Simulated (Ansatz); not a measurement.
The cluster PAu₄⁻, relaxed as a singlet with RKS B3LYP-D4/def2-SVPD in Ansatz, starting from the GFN2-xTB geometry. Force threshold 0.02 eV/Å.

In the def2 sets Au takes a core potential; there is no spin–orbit coupling. The relaxation made no stability test and no search for a lower SCF solution. No other spin state of charge -1 was run. The structure comes from a short search, and lower isomers may exist.

Start:

```xyz
5

P    -1.3394    0.7290   -1.5399
Au    1.7138    0.5764    2.2272
Au    0.6268   -1.1588    0.5598
Au   -0.9475   -1.5691   -1.5088
Au   -0.0537    1.4225    0.2616
```

Problem. Estimate the energy that the relaxation releases and the steps that it takes.

Solution. 83.4 kJ/mol, in 16 steps; 70 s on 4 threads of Arm Neoverse V2 on a shared host. No frequencies were taken in this run, so the end may be a saddle point.

Problem. Does the start keep its bonding?

Solution. Bonds lost: Au3–Au4 (atoms count from 1). Bonds formed: P1–Au3 (atoms count from 1). The end is the same structure that another start reached.

Problem. Predict the relaxed structure.

Solution. 
Cartesian coordinates in Å:
```
P -0.3947 0.2217 -1.5952
Au 1.5618 0.5793 2.3577
Au 1.3279 -0.7183 -0.2031
Au -1.9657 -1.4006 -1.1009
Au -0.5294 1.3178 0.5416
```
Bond lengths (bridged metal pairs left out): 3 × Au–P 2.31 to 2.41 Å; 2 × Au–Au 2.87 to 2.88 Å.
